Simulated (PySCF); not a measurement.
C2H2BF2N, SMILES FB1C=N[C@H]1F.

The structure is a stationary point at PBE0-D3(BJ)/def2-SVP. The structure was generated by enumeration; whether it is a known compound was not checked.

Two levels are set side by side: TDDFT-PBE/def2-SVPD (PySCF) and TDDFT-CAM-B3LYP/def2-SVPD (PySCF). Vertical, same geometry. The lowest singlet is HOMO→LUMO 97 % with PBE and HOMO→LUMO 92 % with the other functional; states are paired by order. Differences are taken from unrounded values.

| quantity | TDDFT-CAM-B3LYP | TDDFT-PBE | TDDFT-PBE minus TDDFT-CAM-B3LYP |
|---|---|---|---|
| lowest singlet excitation (eV) | 4.20 | 3.93 | -0.27 |
| lowest triplet excitation (TDA) (eV) | 3.17 | 2.97 | -0.20 |
| first bright state (f over 0.05) (eV) | 7.13 | 7.48 | 0.34 |
| its oscillator strength | 0.05 | 0.06 | 0.01 |

A lower first singlet is the usual sign of a functional without exact exchange. Differences between two approximate levels are no errors against the true value.

Rough cost on one machine, each run with all the roots and properties that it gave: TDDFT-CAM-B3LYP against TDDFT-PBE about 6 times.
